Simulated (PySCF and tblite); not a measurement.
Results of a calculation; reference values are marked as such.
System: C4H6FNS2, numbered as in [CH3:1][S:2][S:3][C@@H:4]([F:5])[CH2:6][C:7]#[N:8].

Geometries: GFN2-xTB; energies: BP86/pcSseg-1 + D3(BJ); zero-point and thermal terms from GFN2-xTB harmonic modes (soft modes blended into free rotors). Rates follow Eyring's equation with the number of equivalent paths and no tunnelling. Run with tblite and PySCF.

**Question.** Estimate the barrier and the room-temperature rate of the rotation about the S2–S3 bond (torsion C1–S2–S3–C4 from 88° to 259°, rising).

**Answer.** The electronic barrier is 9.2 kcal/mol and ΔG‡(298 K) 9.5 kcal/mol, over a C1 saddle with an imaginary mode of 52i cm⁻¹ (GFN2-xTB). With 1 equivalent path, k is 6.4×10⁵ s⁻¹, a mean lifetime of the start of 1.6 µs against this motion. The end lies 1.8 kcal/mol above the start in free energy.
